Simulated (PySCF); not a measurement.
```xyz
5

O     -1.6288     0.6855     0.2637
C     -0.6417     0.1027    -0.0604
Se     1.1051     0.4589     0.7236
H     -0.6154    -0.6884    -0.8287
H      1.7809    -0.5587    -0.0983
```

Charge 0, multiplicity 1.

Problem. Give the Mulliken and meta-Löwdin atomic charges from M06-2X/def2-TZVP // B3LYP-D3(BJ)/def2-TZVP run with PySCF.

Solution. 
```tsv
atom	Mulliken (e)	meta-Löwdin (e)
O1	-0.23	-0.36
C2	0.10	0.18
Se3	-0.12	0.02
H4	0.13	0.10
H5	0.13	0.06
```
